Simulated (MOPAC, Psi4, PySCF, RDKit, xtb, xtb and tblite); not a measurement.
Two geometries of SMILES C(=C)/C=C\O[SiH3] (C4H8OSi), relaxed at GFN2-xTB with one dihedral held; other torsions can differ between them too.

Structure A

```
14

C     -1.0066    -1.3958     4.8350
C     -0.3733    -0.5404     4.0460
C      0.0024    -0.8157     2.6614
C     -0.8169    -1.1163     1.6575
O     -2.1539    -1.1985     1.6713
Si    -3.3871    -0.6502     2.5756
H     -1.3052    -2.3690     4.4835
H     -1.2389    -1.1611     5.8599
H     -0.0260     0.4084     4.4403
H      1.0545    -0.7164     2.4309
H     -0.4188    -1.3106     0.6660
H     -3.6432    -1.5304     3.7137
H     -3.1409     0.7125     3.0457
H     -4.4486    -0.7173     1.5788
```

Structure B

```
14

C      2.8841     0.6594     2.3917
C      2.4617    -0.1267     1.4134
C      1.1045    -0.6671     1.3426
C      0.2308    -0.4584     0.3613
O      0.4111     0.2125    -0.7844
Si     1.6058     0.9553    -1.5957
H      2.2531     0.9065     3.2298
H      3.8813     1.0645     2.4059
H      3.1107    -0.3389     0.5724
H      0.7439    -1.1829     2.2214
H     -0.7748    -0.8618     0.4273
H      2.5986    -0.0150    -2.0647
H      2.2634     1.9792    -0.7851
H      0.8189     1.5073    -2.6890
```

Q: Which is lower in energy at the level M06-2X/def2-TZVP // GFN2-xTB run with Psi4, and by how much?

A: A is lower, by 2.34 kcal/mol (dihedral C1–C2–C3–C4: 60° in A, 120° in B).

E(B) − E(A) in kcal/mol at the other levels, on the same two geometries: GFN2-xTB (xtb and tblite) 0.05; MMFF94 // GFN2-xTB (RDKit) 1.98; PBE/def2-TZVP // GFN2-xTB (Psi4) 1.49; PBE-D3(BJ)/def2-TZVP // GFN2-xTB (Psi4) 1.86; UFF // GFN2-xTB (RDKit) -1.88; PM7, restricted, heats of formation // GFN2-xTB (MOPAC) 1.23; AM1, restricted, heats of formation // GFN2-xTB (MOPAC) -0.34; GFN1-xTB // GFN2-xTB (xtb) 0.66; restricted B3LYP/6-31G*, spherical d, density fitting // GFN2-xTB (PySCF) 1.69; restricted Hartree-Fock/LANL2DZ, with its core potentials past Ne // GFN2-xTB (PySCF) 1.19; restricted B3LYP/LANL2DZ, with its core potentials past Ne // GFN2-xTB (PySCF) 1.25; restricted Hartree-Fock/3-21G // GFN2-xTB (PySCF) 2.63.
